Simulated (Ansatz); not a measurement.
CdH3NO, SMILES `[NH2][Cd][OH]`, relaxed with RKS PBE0-D4/def2-TZVP in Ansatz 0.2.0 from a PBE-D4/def2-SVP geometry. The force threshold is 0.005 eV/Å; the program also tests the step.

The species carries charge 0 and has multiplicity 1. Cd: def2 effective core potential.

Start:

```xyz
6

N     1.188   -1.122   -0.077
Cd   -0.316    0.183    0.266
O    -1.800    1.335    0.897
H     2.032   -0.610   -0.374
H     0.951   -1.723   -0.882
H    -2.054    1.937    0.170
```

How much energy does the relaxation release, and in how many steps? (Estimate.)

Computed: 2.88 kJ/mol, in 5 steps.

Which bonds change most? (Estimate.)

Ansatz gave: N1–Cd2 from 2.020 to 2.001 Å; Cd2–O3 from 1.982 to 1.964 Å; N1–H5 from 1.031 to 1.014 Å; N1–H4 from 1.031 to 1.014 Å.

Give the relaxed structure. (Estimate.)

Ansatz gave: 
```xyz
6

N     1.178   -1.103   -0.102
Cd   -0.311    0.183    0.262
O    -1.779    1.334    0.872
H     2.035   -0.627   -0.359
H     0.959   -1.729   -0.869
H    -2.082    1.943    0.195
```
